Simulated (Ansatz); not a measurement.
A short molecular-dynamics run on C3H5B, SMILES `BC1=CC1`.

```yaml
crystal:
  periodic: [false, false, false]
  atoms:
    - {symbol: B, position_ang: [-0.589797, 0.992045, -0.562771]}
    - {symbol: C, position_ang: [0.742728, 0.339053, -0.535385]}
    - {symbol: C, position_ang: [1.276595, -0.666558, 0.055855]}
    - {symbol: C, position_ang: [-0.151665, -0.566915, 0.494728]}
    - {symbol: H, position_ang: [-1.360472, 0.695916, -1.427019]}
    - {symbol: H, position_ang: [-0.789056, 1.928297, 0.152964]}
    - {symbol: H, position_ang: [2.153310, -1.266375, 0.206586]}
    - {symbol: H, position_ang: [-0.850600, -1.298442, 0.096883]}
    - {symbol: H, position_ang: [-0.342644, -0.203121, 1.501260]}
basis:
  gaussian: {orbitals: "6-31G*"}
hamiltonian: {xc: {name: revPBE}, dispersion: d4}
md: {timestep: 0.5 fs, n_steps: 30, ensemble: nve, temperature: 1500, initial_velocities: maxwell_boltzmann, seed: 831}
```

```sh
$ ansatz run in.yaml --threads 2 --pin off --events-out ev --progress --plain --max-ram 4352MiB
```

```csv
step,time (fs),potential energy (eV),kinetic (eV),T (K),conserved (eV)
0,0.0,-3865.3581,1.3572,1500,-3864.0009
1,0.5,-3865.3603,1.3597,1503,-3864.0006
2,1.0,-3865.3151,1.3154,1454,-3863.9997
3,1.5,-3865.2355,1.2370,1367,-3863.9985
4,2.0,-3865.1392,1.1417,1262,-3863.9975
5,2.5,-3865.0425,1.0457,1156,-3863.9968
6,3.0,-3864.9557,0.9591,1060,-3863.9966
7,3.5,-3864.8815,0.8846,978,-3863.9969
8,4.0,-3864.8160,0.8187,905,-3863.9973
9,4.5,-3864.7532,0.7556,835,-3863.9976
10,5.0,-3864.6883,0.6906,763,-3863.9977
11,5.5,-3864.6186,0.6210,686,-3863.9977
12,6.0,-3864.5445,0.5470,605,-3863.9975
13,6.5,-3864.4683,0.4710,521,-3863.9972
14,7.0,-3864.3941,0.3973,439,-3863.9969
15,7.5,-3864.3280,0.3316,366,-3863.9964
16,8.0,-3864.2767,0.2807,310,-3863.9961
17,8.5,-3864.2462,0.2504,277,-3863.9958
18,9.0,-3864.2397,0.2438,269,-3863.9959
19,9.5,-3864.2564,0.2602,288,-3863.9962
20,10.0,-3864.2918,0.2952,326,-3863.9966
21,10.5,-3864.3393,0.3422,378,-3863.9971
22,11.0,-3864.3916,0.3941,436,-3863.9975
23,11.5,-3864.4413,0.4433,490,-3863.9980
24,12.0,-3864.4810,0.4825,533,-3863.9985
25,12.5,-3864.5039,0.5051,558,-3863.9988
26,13.0,-3864.5059,0.5071,560,-3863.9988
27,13.5,-3864.4878,0.4894,541,-3863.9983
28,14.0,-3864.4574,0.4599,508,-3863.9975
29,14.5,-3864.4285,0.4321,478,-3863.9964
30,15.0,-3864.4173,0.4216,466,-3863.9956
```

Velocities are drawn at the set temperature; a run this short doesn't reach equilibrium.

Frames (Å, forces in eV/Å):

```xyz
9
time=0.0 fs
B    -0.590    0.992   -0.563   -0.149    0.119   -0.039
C     0.743    0.339   -0.535   -0.040    1.172   -0.899
C     1.277   -0.667    0.056    0.705   -0.953    0.488
C    -0.152   -0.567    0.495   -0.189   -0.064    0.118
H    -1.360    0.696   -1.427   -0.187   -0.049   -0.190
H    -0.789    1.928    0.153   -0.063    0.216    0.151
H     2.153   -1.266    0.207    0.324   -0.231    0.063
H    -0.851   -1.298    0.097   -0.290   -0.298   -0.093
H    -0.343   -0.203    1.501   -0.111    0.089    0.402
9
time=0.5 fs
B    -0.601    0.996   -0.563    0.559    0.266    0.577
C     0.746    0.341   -0.539    0.028    0.747   -0.501
C     1.285   -0.673    0.054    0.119   -0.357    0.324
C    -0.157   -0.566    0.497    0.192    0.253    0.422
H    -1.333    0.698   -1.427   -0.626   -0.172   -0.604
H    -0.796    1.950    0.155   -0.023   -0.069   -0.045
H     2.150   -1.284    0.228    0.317   -0.176    0.010
H    -0.827   -1.310    0.091   -0.503   -0.383   -0.080
H    -0.341   -0.202    1.521   -0.062   -0.108   -0.103
9
time=1.0 fs
B    -0.612    1.000   -0.563    1.218    0.413    1.183
C     0.749    0.343   -0.543    0.113    0.325   -0.109
C     1.293   -0.679    0.053   -0.389    0.193    0.171
C    -0.161   -0.565    0.499    0.505    0.505    0.662
H    -1.307    0.700   -1.429   -1.039   -0.299   -1.027
H    -0.802    1.972    0.157    0.009   -0.336   -0.224
H     2.148   -1.301    0.250    0.267   -0.092   -0.052
H    -0.805   -1.323    0.085   -0.660   -0.424   -0.044
H    -0.339   -0.201    1.540   -0.024   -0.283   -0.559
9
time=1.5 fs
B    -0.622    1.004   -0.562    1.785    0.529    1.713
C     0.752    0.345   -0.546    0.205   -0.082    0.266
C     1.301   -0.686    0.052   -0.816    0.682    0.037
C    -0.166   -0.563    0.501    0.742    0.667    0.807
H    -1.283    0.702   -1.433   -1.378   -0.409   -1.402
H    -0.809    1.992    0.158    0.033   -0.573   -0.378
H     2.147   -1.319    0.272    0.180    0.018   -0.124
H    -0.785   -1.337    0.078   -0.754   -0.405    0.021
H    -0.337   -0.201    1.559    0.003   -0.427   -0.941
9
time=2.0 fs
B    -0.632    1.009   -0.562    2.217    0.583    2.097
C     0.755    0.347   -0.550    0.299   -0.461    0.619
C     1.308   -0.692    0.050   -1.167    1.107   -0.073
C    -0.171   -0.562    0.503    0.903    0.726    0.845
H    -1.263    0.702   -1.440   -1.600   -0.481   -1.662
H    -0.815    2.012    0.159    0.049   -0.771   -0.500
H     2.146   -1.337    0.293    0.067    0.149   -0.205
H    -0.766   -1.352    0.072   -0.788   -0.318    0.117
H    -0.336   -0.201    1.575    0.020   -0.534   -1.236
9
time=2.5 fs
B    -0.642    1.013   -0.561    2.490    0.554    2.275
C     0.758    0.349   -0.554    0.387   -0.807    0.943
C     1.316   -0.698    0.049   -1.454    1.471   -0.159
C    -0.175   -0.560    0.506    0.999    0.688    0.776
H    -1.246    0.701   -1.452   -1.678   -0.496   -1.750
H    -0.822    2.029    0.158    0.057   -0.926   -0.590
H     2.145   -1.355    0.314   -0.058    0.290   -0.295
H    -0.749   -1.368    0.066   -0.771   -0.169    0.239
H    -0.334   -0.203    1.587    0.028   -0.605   -1.438
9
time=3.0 fs
B    -0.651    1.018   -0.559    2.608    0.428    2.223
C     0.762    0.351   -0.557    0.464   -1.114    1.235
C     1.323   -0.703    0.048   -1.688    1.781   -0.221
C    -0.179   -0.559    0.508    1.046    0.568    0.611
H    -1.234    0.699   -1.467   -1.616   -0.445   -1.641
H    -0.828    2.044    0.156    0.060   -1.037   -0.647
H     2.144   -1.371    0.334   -0.183    0.432   -0.388
H    -0.734   -1.384    0.061   -0.720    0.027    0.376
H    -0.332   -0.207    1.597    0.029   -0.639   -1.549
9
time=3.5 fs
B    -0.660    1.023   -0.557    2.602    0.210    1.957
C     0.765    0.352   -0.560    0.526   -1.379    1.494
C     1.330   -0.709    0.046   -1.885    2.043   -0.264
C    -0.183   -0.557    0.511    1.060    0.389    0.364
H    -1.225    0.696   -1.487   -1.440   -0.333   -1.350
H    -0.834    2.057    0.153    0.058   -1.104   -0.671
H     2.142   -1.387    0.353   -0.295    0.565   -0.481
H    -0.721   -1.400    0.056   -0.651    0.250    0.518
H    -0.330   -0.212    1.603    0.025   -0.639   -1.567
9
time=4.0 fs
B    -0.668    1.027   -0.554    2.517   -0.084    1.527
C     0.769    0.353   -0.563    0.569   -1.603    1.718
C     1.337   -0.713    0.045   -2.054    2.267   -0.293
C    -0.187   -0.555    0.514    1.059    0.174    0.047
H    -1.220    0.693   -1.510   -1.195   -0.179   -0.926
H    -0.840    2.067    0.147    0.052   -1.125   -0.663
H     2.140   -1.402    0.371   -0.386    0.679   -0.568
H    -0.709   -1.415    0.053   -0.580    0.477    0.649
H    -0.328   -0.218    1.605    0.017   -0.605   -1.493
9
time=4.5 fs
B    -0.675    1.032   -0.551    2.399   -0.431    1.000
C     0.772    0.354   -0.565    0.592   -1.785    1.908
C     1.343   -0.718    0.043   -2.204    2.461   -0.311
C    -0.191   -0.553    0.517    1.054   -0.056   -0.331
H    -1.217    0.688   -1.535   -0.924   -0.005   -0.431
H    -0.846    2.075    0.140    0.042   -1.102   -0.624
H     2.137   -1.414    0.388   -0.448    0.770   -0.644
H    -0.699   -1.429    0.051   -0.515    0.688    0.760
H    -0.326   -0.226    1.603    0.004   -0.539   -1.327
9
time=5.0 fs
B    -0.682    1.037   -0.548    2.285   -0.812    0.437
C     0.776    0.355   -0.567    0.594   -1.926    2.064
C     1.349   -0.722    0.042   -2.343    2.630   -0.324
C    -0.194   -0.551    0.520    1.053   -0.281   -0.762
H    -1.217    0.684   -1.561   -0.660    0.167    0.073
H    -0.852    2.080    0.132    0.029   -1.035   -0.556
H     2.133   -1.425    0.403   -0.479    0.831   -0.706
H    -0.690   -1.442    0.051   -0.465    0.869    0.842
H    -0.324   -0.235    1.599   -0.012   -0.442   -1.067
9
time=5.5 fs
B    -0.688    1.041   -0.545    2.194   -1.210   -0.116
C     0.780    0.355   -0.569    0.574   -2.026    2.187
C     1.354   -0.725    0.040   -2.475    2.778   -0.335
C    -0.197   -0.549    0.522    1.062   -0.489   -1.238
H    -1.219    0.680   -1.586   -0.426    0.322    0.541
H    -0.858    2.082    0.123    0.012   -0.923   -0.460
H     2.127   -1.434    0.417   -0.477    0.860   -0.751
H    -0.682   -1.453    0.054   -0.433    1.006    0.889
H    -0.322   -0.245    1.591   -0.032   -0.317   -0.718
9
time=6.0 fs
B    -0.694    1.045   -0.541    2.138   -1.615   -0.629
C     0.784    0.355   -0.570    0.532   -2.086    2.277
C     1.358   -0.728    0.038   -2.602    2.908   -0.346
C    -0.200   -0.548    0.525    1.084   -0.665   -1.744
H    -1.221    0.677   -1.611   -0.229    0.451    0.948
H    -0.863    2.082    0.112   -0.008   -0.769   -0.339
H     2.121   -1.441    0.429   -0.440    0.855   -0.775
H    -0.675   -1.461    0.058   -0.420    1.091    0.898
H    -0.320   -0.256    1.582   -0.054   -0.170   -0.291
9
time=6.5 fs
B    -0.699    1.049   -0.538    2.115   -2.019   -1.089
C     0.788    0.354   -0.571    0.471   -2.107    2.337
C     1.363   -0.730    0.036   -2.724    3.021   -0.359
C    -0.203   -0.546    0.527    1.116   -0.795   -2.254
H    -1.224    0.675   -1.633   -0.072    0.551    1.283
H    -0.869    2.080    0.100   -0.032   -0.576   -0.196
H     2.113   -1.446    0.438   -0.372    0.815   -0.778
H    -0.669   -1.466    0.064   -0.426    1.120    0.868
H    -0.319   -0.268    1.573   -0.075   -0.009    0.189
9
time=7.0 fs
B    -0.704    1.052   -0.535    2.121   -2.416   -1.490
C     0.792    0.353   -0.571    0.388   -2.087    2.364
C     1.366   -0.732    0.034   -2.841    3.114   -0.372
C    -0.206   -0.545    0.528    1.159   -0.862   -2.726
H    -1.227    0.674   -1.653    0.050    0.621    1.543
H    -0.875    2.077    0.088   -0.058   -0.352   -0.036
H     2.105   -1.449    0.446   -0.275    0.743   -0.759
H    -0.664   -1.469    0.073   -0.452    1.088    0.796
H    -0.317   -0.279    1.563   -0.092    0.152    0.680
9
time=7.5 fs
B    -0.709    1.055   -0.533    2.151   -2.795   -1.828
C     0.796    0.352   -0.571    0.286   -2.026    2.360
C     1.369   -0.733    0.033   -2.949    3.183   -0.385
C    -0.208   -0.543    0.529    1.206   -0.849   -3.103
H    -1.230    0.675   -1.668    0.140    0.664    1.734
H    -0.881    2.073    0.076   -0.085   -0.109    0.132
H     2.096   -1.450    0.453   -0.153    0.642   -0.719
H    -0.660   -1.469    0.083   -0.498    0.992    0.686
H    -0.316   -0.290    1.556   -0.099    0.298    1.123
9
time=8.0 fs
B    -0.713    1.057   -0.531    2.196   -3.141   -2.099
C     0.801    0.350   -0.571    0.164   -1.922    2.322
C     1.372   -0.733    0.031   -3.042    3.221   -0.393
C    -0.210   -0.542    0.530    1.255   -0.742   -3.321
H    -1.233    0.678   -1.679    0.203    0.682    1.861
H    -0.887    2.069    0.064   -0.110    0.136    0.299
H     2.086   -1.450    0.457   -0.013    0.517   -0.660
H    -0.658   -1.467    0.095   -0.562    0.834    0.540
H    -0.315   -0.301    1.551   -0.091    0.414    1.452
9
time=8.5 fs
B    -0.716    1.059   -0.529    2.250   -3.435   -2.296
C     0.805    0.348   -0.569    0.020   -1.770    2.248
C     1.374   -0.733    0.028   -3.112    3.217   -0.389
C    -0.212   -0.541    0.530    1.301   -0.534   -3.329
H    -1.235    0.682   -1.686    0.243    0.678    1.930
H    -0.893    2.065    0.053   -0.130    0.363    0.452
H     2.077   -1.448    0.460    0.137    0.375   -0.588
H    -0.656   -1.463    0.108   -0.643    0.617    0.363
H    -0.314   -0.310    1.550   -0.066    0.489    1.611
9
time=9.0 fs
B    -0.719    1.060   -0.528    2.306   -3.655   -2.411
C     0.809    0.345   -0.568   -0.146   -1.569    2.138
C     1.375   -0.732    0.026   -3.150    3.159   -0.366
C    -0.213   -0.540    0.529    1.340   -0.236   -3.108
H    -1.237    0.687   -1.689    0.263    0.652    1.944
H    -0.900    2.062    0.043   -0.142    0.548    0.578
H     2.068   -1.446    0.461    0.288    0.228   -0.509
H    -0.657   -1.457    0.123   -0.736    0.353    0.164
H    -0.313   -0.318    1.552   -0.023    0.519    1.570
9
time=9.5 fs
B    -0.722    1.059   -0.527    2.360   -3.780   -2.433
C     0.814    0.342   -0.566   -0.336   -1.314    1.988
C     1.376   -0.731    0.024   -3.143    3.030   -0.313
C    -0.214   -0.540    0.527    1.368    0.127   -2.680
H    -1.238    0.694   -1.686    0.263    0.606    1.904
H    -0.907    2.061    0.035   -0.140    0.669    0.668
H     2.059   -1.443    0.462    0.427    0.087   -0.430
H    -0.659   -1.451    0.137   -0.834    0.062   -0.043
H    -0.312   -0.325    1.558    0.035    0.511    1.339
9
time=10.0 fs
B    -0.723    1.059   -0.527    2.412   -3.793   -2.351
C     0.818    0.339   -0.563   -0.551   -1.001    1.798
C     1.376   -0.729    0.022   -3.080    2.817   -0.220
C    -0.215   -0.539    0.525    1.381    0.513   -2.105
H    -1.238    0.703   -1.679    0.241    0.539    1.805
H    -0.914    2.061    0.028   -0.122    0.711    0.713
H     2.052   -1.439    0.461    0.543   -0.034   -0.360
H    -0.663   -1.444    0.152   -0.924   -0.226   -0.241
H    -0.312   -0.331    1.568    0.101    0.474    0.961
9
time=10.5 fs
B    -0.725    1.057   -0.528    2.462   -3.688   -2.156
C     0.822    0.336   -0.561   -0.793   -0.628    1.565
C     1.375   -0.726    0.019   -2.950    2.504   -0.077
C    -0.216   -0.538    0.523    1.370    0.868   -1.465
H    -1.238    0.713   -1.668    0.195    0.450    1.643
H    -0.922    2.062    0.022   -0.086    0.668    0.712
H     2.045   -1.436    0.459    0.625   -0.124   -0.307
H    -0.669   -1.438    0.166   -0.991   -0.476   -0.414
H    -0.310   -0.336    1.579    0.168    0.425    0.498
9
time=11.0 fs
B    -0.726    1.054   -0.529    2.518   -3.470   -1.844
C     0.826    0.332   -0.558   -1.061   -0.193    1.292
C     1.374   -0.723    0.017   -2.746    2.085    0.121
C    -0.216   -0.537    0.520    1.323    1.143   -0.836
H    -1.238    0.724   -1.653    0.119    0.337    1.407
H    -0.930    2.066    0.019   -0.032    0.547    0.669
H     2.041   -1.433    0.457    0.668   -0.174   -0.276
H    -0.677   -1.433    0.179   -1.017   -0.649   -0.547
H    -0.309   -0.339    1.592    0.229    0.373    0.014
9
time=11.5 fs
B    -0.726    1.051   -0.530    2.587   -3.153   -1.417
C     0.830    0.328   -0.554   -1.355    0.302    0.978
C     1.372   -0.719    0.015   -2.469    1.559    0.375
C    -0.217   -0.535    0.517    1.228    1.299   -0.280
H    -1.237    0.736   -1.634    0.010    0.201    1.092
H    -0.938    2.070    0.017    0.036    0.362    0.593
H     2.038   -1.431    0.454    0.668   -0.181   -0.270
H    -0.688   -1.430    0.190   -0.986   -0.717   -0.631
H    -0.307   -0.342    1.605    0.280    0.328   -0.441
9
time=12.0 fs
B    -0.726    1.047   -0.532    2.680   -2.761   -0.881
C     0.833    0.325   -0.551   -1.671    0.851    0.628
C     1.370   -0.715    0.012   -2.124    0.936    0.679
C    -0.217   -0.534    0.514    1.080    1.319    0.171
H    -1.236    0.748   -1.613   -0.138    0.043    0.693
H    -0.946    2.076    0.016    0.117    0.136    0.494
H     2.036   -1.429    0.450    0.629   -0.148   -0.286
H    -0.702   -1.428    0.200   -0.890   -0.668   -0.664
H    -0.304   -0.344    1.617    0.318    0.293   -0.833
9
time=12.5 fs
B    -0.725    1.042   -0.533    2.804   -2.323   -0.255
C     0.837    0.322   -0.547   -2.004    1.443    0.249
C     1.367   -0.711    0.010   -1.724    0.237    1.020
C    -0.216   -0.532    0.511    0.880    1.208    0.506
H    -1.235    0.760   -1.590   -0.327   -0.134    0.215
H    -0.953    2.081    0.017    0.203   -0.108    0.386
H     2.036   -1.427    0.446    0.557   -0.083   -0.320
H    -0.717   -1.428    0.209   -0.731   -0.511   -0.655
H    -0.301   -0.345    1.627    0.342    0.270   -1.146
9
time=13.0 fs
B    -0.723    1.037   -0.535    2.959   -1.868    0.433
C     0.839    0.319   -0.543   -2.344    2.061   -0.148
C     1.364   -0.707    0.008   -1.291   -0.507    1.382
C    -0.216   -0.530    0.508    0.640    0.994    0.731
H    -1.235    0.773   -1.567   -0.551   -0.320   -0.325
H    -0.960    2.087    0.018    0.290   -0.348    0.279
H     2.038   -1.426    0.441    0.465    0.004   -0.364
H    -0.735   -1.429    0.216   -0.521   -0.274   -0.616
H    -0.297   -0.346    1.634    0.353    0.258   -1.371
9
time=13.5 fs
B    -0.721    1.031   -0.537    3.136   -1.426    1.133
C     0.842    0.316   -0.540   -2.678    2.680   -0.550
C     1.361   -0.703    0.006   -0.848   -1.260    1.740
C    -0.215   -0.528    0.505    0.379    0.714    0.860
H    -1.237    0.784   -1.545   -0.796   -0.503   -0.887
H    -0.967    2.091    0.020    0.374   -0.569    0.180
H     2.040   -1.424    0.435    0.362    0.097   -0.408
H    -0.753   -1.431    0.221   -0.279    0.009   -0.560
H    -0.292   -0.346    1.638    0.351    0.258   -1.508
9
time=14.0 fs
B    -0.718    1.025   -0.539    3.308   -1.025    1.780
C     0.843    0.314   -0.536   -2.992    3.270   -0.940
C     1.357   -0.699    0.005   -0.423   -1.976    2.072
C    -0.214   -0.525    0.503    0.119    0.404    0.906
H    -1.240    0.794   -1.524   -1.036   -0.665   -1.411
H    -0.972    2.095    0.023    0.451   -0.759    0.095
H     2.044   -1.422    0.428    0.263    0.184   -0.445
H    -0.772   -1.433    0.225   -0.026    0.300   -0.500
H    -0.286   -0.345    1.638    0.336    0.267   -1.557
9
time=14.5 fs
B    -0.714    1.019   -0.540    3.438   -0.688    2.294
C     0.845    0.312   -0.533   -3.267    3.797   -1.299
C     1.354   -0.696    0.004   -0.043   -2.612    2.352
C    -0.214   -0.523    0.500   -0.120    0.095    0.878
H    -1.246    0.802   -1.507   -1.231   -0.791   -1.824
H    -0.977    2.096    0.026    0.520   -0.910    0.028
H     2.048   -1.420    0.419    0.176    0.254   -0.468
H    -0.791   -1.434    0.228    0.218    0.569   -0.443
H    -0.279   -0.344    1.634    0.310    0.284   -1.519
9
time=15.0 fs
B    -0.710    1.013   -0.541    3.481   -0.429    2.602
C     0.845    0.312   -0.530   -3.486    4.228   -1.607
C     1.350   -0.693    0.004    0.268   -3.124    2.560
C    -0.213   -0.520    0.498   -0.322   -0.193    0.783
H    -1.255    0.809   -1.494   -1.339   -0.866   -2.056
H    -0.980    2.095    0.029    0.577   -1.019   -0.020
H     2.052   -1.417    0.410    0.110    0.298   -0.473
H    -0.810   -1.434    0.230    0.439    0.796   -0.395
H    -0.272   -0.342    1.627    0.272    0.310   -1.394
```

Run time 17 s (2 threads of an INTEL XEON PLATINUM 8581C on a shared host); peak host memory 0.15 GiB.
